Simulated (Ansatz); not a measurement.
H2O3Si, SMILES O=[Si](O)O.

Geometry: B3LYP-D3(BJ)/def2-SVP. One conformer was computed; it need not be the lowest.

Two levels are set side by side: PBE/def2-SVPD (Ansatz, an electronic-structure program) and CAM-B3LYP/def2-SVPD (Ansatz). Energy differences of separate SCF runs at the same geometry; the states with an electron removed or added have multiplicity 2 and 2. Differences are taken from unrounded values.

```csv
quantity,PBE
vertical ionisation energy (eV),10.98
vertical singlet–triplet gap (eV),5.09
```

### Question
These are the PBE values. What does CAM-B3LYP give? (Estimate from the structure and the level; the computed values follow.)

### Answer

```
quantity                           CAM-B3LYP  PBE minus CAM-B3LYP
---------------------------------  ---------  -------------------
vertical ionisation energy (eV)        11.17                -0.20
vertical singlet–triplet gap (eV)       5.33                -0.24
```
